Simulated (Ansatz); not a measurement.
The cluster Cu₈Te₄⁻, relaxed as a doublet with UKS PBE-D4/def2-SVP in Ansatz, starting from the GFN1-xTB geometry. Force threshold 0.03 eV/Å.

In the def2 sets Te takes a core potential; there is no spin–orbit coupling. The structure comes from a short search, and lower isomers may exist.

Start:

```csv
atom,x (Å),y (Å),z (Å)
Cu1,0.152,-1.833,1.219
Cu2,-1.136,0.475,1.323
Cu3,1.687,0.230,0.616
Cu4,0.076,2.091,-0.389
Cu5,0.913,0.085,-1.948
Cu6,-0.467,-1.937,-1.203
Cu7,0.699,-0.196,2.870
Cu8,-1.694,0.307,-1.296
Te9,0.706,2.206,2.045
Te10,2.053,-1.879,-0.779
Te11,-2.447,-1.492,0.350
Te12,-0.541,1.942,-2.807
```

```csv
step,energy (eV),largest force component (eV/Å),SCF passes
1,-386216.6139,0.689,32
2,-386216.8542,0.345,29
3,-386216.9057,0.127,28
4,-386216.9124,0.166,31
5,-386216.9213,0.025,29
6,-386216.9227,0.006,26
```

Force components are those of the run's own axes.

End:

```xyz
12

Cu    0.169   -1.869    1.308
Cu   -1.000    0.363    1.181
Cu    1.481    0.151    0.558
Cu    0.067    2.021   -0.419
Cu    0.909    0.129   -1.928
Cu   -0.396   -1.736   -0.985
Cu    0.709   -0.216    2.899
Cu   -1.674    0.350   -1.280
Te    0.703    2.215    2.048
Te    2.132   -1.890   -0.842
Te   -2.550   -1.490    0.333
Te   -0.553    1.972   -2.873
```

By distances, no bond broke or formed. The bond that changes most is Cu1–Te10, from 2.76 to 2.91 Å (atoms count from 1).

The force fell under the threshold at step 5, but the optimiser went on. No frequencies were taken in this run, so the end may be a saddle point.

It took 33 s on 2 threads of AMD EPYC 7R13 on a shared host and a share (18 GiB) of an NVIDIA H100 80GB HBM3, peak host memory 1.1 GiB.
